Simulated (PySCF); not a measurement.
## Calculated NMR parameters of C=CCBC(=C)C

```
Formula                               : C6H11B
SMILES                                : C=CCBC(=C)C
Point group of the computed structure : C1
Carbon signals                        : 6
Proton signals                        : 8
```

Mapped SMILES: `[CH2:1]=[CH:2][CH2:3][BH:4][C:5](=[CH2:6])[CH3:7]`; H(Xn) means a hydrogen on atom n. Ha(C6) is cis to B4; Ha(C1) is cis to C3; Hb(C6) is trans to B4; Hb(C1) is trans to C3.

No solvent model, one conformer, relativity neglected, equivalent nuclei averaged. J couplings at B3LYP/pcJ-1 (spin–dipole term only in couplings to heteroatoms); shielding tensors at PBE0/pcSseg-1 (GIAO); coordinates at the PBE0-D3(BJ)/def2-SVP level; PySCF 2.14.

δ = σ(ref) − σ, references computed at the same level: ¹H (σref 31.27) and ¹³C (σref 184.41) vs TMS; ¹¹B (σref 100.73) vs BF3·OEt2.

| carbon | δC, type | δH (multiplicity, J in Hz) | HMBC from (abs. J ≥ 3 Hz) | span of the C tensor (ppm) |
| --- | --- | --- | --- | --- |
| C1 | 137.1, CH2 | Hb(C1) 5.78 (m); Ha(C1) 5.49 (m) | H(C3) | 231 |
| C2 | 128.8, CH | 5.48 (m) | H(C3) | 221 |
| C3 | 31.6, CH2 | 2.41 (m) | Hb(C1), Ha(C1), H(C2), H(B4) | 57 |
| C5 | 157.3, C | – | H(B4), H(C3), H(C7) | 276 |
| C6 | 154.3, CH2 | Ha(C6) 6.30 (dq, 4.9, 1.8); Hb(C6) 6.44 (dq, 4.9, 2.2) | H(B4), H(C7) | 217 |
| C7 | 23.7, CH3 | 1.88 (t, 2.0) | Hb(C6), Ha(C6), H(B4) | 35 |

Other nuclei:
```json
{"atoms": "H(B4)", "nucleus": "¹H", "environment": "hydrogen on a boron bonded to 2 C", "δ (ppm)": "5.38", "σ (ppm)": "25.89"}
{"atoms": "B4", "nucleus": "¹¹B", "environment": "boron bonded to 2 C, H", "δ (ppm)": "48.3", "σ (ppm)": "52.4"}
```

Selected couplings (Hz, signed; the shortest-range and largest first, 30 at most; isotopes ¹³C, ¹H, ¹¹B): ¹J(C6,Ha(C6)) 171.5, ¹J(C1,Hb(C1)) 170.2, ¹J(C1,Ha(C1)) 166.9, ¹J(C2,H(C2)) 163.3, ¹J(C6,Hb(C6)) 158.9, ¹J(B4,H(B4)) 143.6, ¹J(C3,H(C3)) 142.8, ¹J(C7,H(C7)) 131.9, ¹J(C1,C2) 72.9, ¹J(B4,C5) 66.0, ¹J(C5,C6) 64.9, ¹J(C3,B4) 42.9, ¹J(C5,C7) 40.0, ¹J(C2,C3) 29.2, ²J(C2,B4) -6.5, ²J(B4,H(C3)) -5.5, ²J(B4,C6) 5.4, ²J(Ha(C6),Hb(C6)) 4.9, ²J(B4,C7) 4.3, ²J(C3,C5) 2.4, ²J(Hb(C1),Ha(C1)) 2.2, ²J(C6,C7) 1.4, ³J(Ha(C1),H(C2)) 18.6, ³J(Hb(C1),H(C2)) 11.5, ³J(B4,Hb(C6)) 10.5, ³J(H(C2),H(C3)) 9.6, ³J(H(C3),H(B4)) 8.1, ³J(B4,Ha(C6)) 7.1, ³J(C3,C6) 3.5, ³J(B4,H(C7)) 3.5.

δC 157.3: fully substituted alkene carbon; an sp2 carbon of a C=C bond. δC 154.3, 137.1: terminal =CH2 carbon; as expected for a trigonal carbon in a double bond. δC 128.8: alkene CH; the olefinic region. δC 23.7: allylic methyl carbon; aliphatic region, no heteroatom directly attached. δH 1.88: hydrogen on an allylic methyl carbon; allylic position. The protons at 6.30 and 6.44 share a coupling of 4.9 Hz (geminal).

Hydrogens on boron are broadened and split by ¹¹B (spin 3/2, 80 %) and 10B (spin 3). A carbon bonded to boron is broadened by the quadrupolar boron nucleus and is often missing from a measured spectrum. Multiplet labels drop couplings under 1 Hz and merge nearly equal ones. Unscaled 3J(H,H) at this level run about 10 % above measured values. Shifts are as computed. Against solution values, carbons near 30 ppm lie about +2 ppm off and those near 130 ppm about +5 ppm. Of 1313 compounds with measured shifts, 239 miss one by over three times the rms of a fit or turn the order of signals round; such compounds aren't used in these exercises. Couplings across =CH–CH2 type bonds come from one rotamer and its mirror image, and can be 1–2 Hz further off. Only one conformer was computed, so three-bond couplings in flexible chains and rings are approximate.
